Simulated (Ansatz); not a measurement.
Species: sum formula SiN₃H₇ (charge 0, singlet). 
Geometry from a B3LYP-D3(BJ)/def2-TZVP (Ansatz, a program for electronic structure) optimisation:
```xyz
11

N      0.0297     1.5786    -0.5506
Si    -0.1744     0.0871     0.2807
N     -0.8936    -0.9443    -0.8847
N      1.1470    -0.8289     0.8907
H      0.1251     2.4404    -0.0379
H      0.4957     1.6246    -1.4433
H     -0.9302     0.4669     1.5010
H     -0.9917    -1.9298    -0.7033
H     -1.6101    -0.5974    -1.5010
H      1.5436    -0.6160     1.7918
H      1.8278    -1.2457     0.2750
```

Total electronic energies in hartree. Correlated levels leave the core frozen unless marked. No spin-orbit coupling. No relativistic terms. CBS marks a two-point X^-3 extrapolation of the correlation energy; Hartree-Fock from the larger set. The bracket is a focal-point correction in the basis named.

```tsv
level	program	energy (Eh)
HF/aug-cc-pV(D+d)Z	Ansatz	-456.49149
HF/cc-pVTZ	Ansatz	-456.54243
BLYP-D4/def2-TZVPD	Ansatz + dftd4	…
revPBE-D3(BJ)/def2-TZVPD	Ansatz + dftd3	-458.04666
r2SCAN/def2-TZVPD	Ansatz	-458.02799
PBE0/def2-SVP	Ansatz	-457.51353
BHLYP-D4/def2-TZVPD	Ansatz + dftd4	-458.06084
HSE06-D3(BJ)/def2-TZVPD	Ansatz + dftd3	-457.82089
LC-wPBE-D3(BJ)/def2-TZVPD	Ansatz + dftd3	-457.97050
MP2/cc-pVTZ	Ansatz	-457.31585
RI-MP2/CBS(aug-cc-pV(T+d)Z,aug-cc-pV(Q+d)Z)	Ansatz	-457.4405
SCS-MP2/aug-cc-pV(D+d)Z	Ansatz	-457.14043
CCSD/6-31G*	Ansatz	-457.03372
RI-MP2/CBS(aug-cc-pV(T+d)Z,aug-cc-pV(Q+d)Z)+[CCSD(T)-MP2]/aug-cc-pV(T+d)Z	Ansatz	-457.5034
CCSD(T)/CBS(aug-cc-pV(T+d)Z,aug-cc-pV(Q+d)Z)	Ansatz	-457.4930
```

Task: Some entries are withheld; supply them.

Result: 
- BLYP-D4/def2-TZVPD, energy (Eh): -458.09814
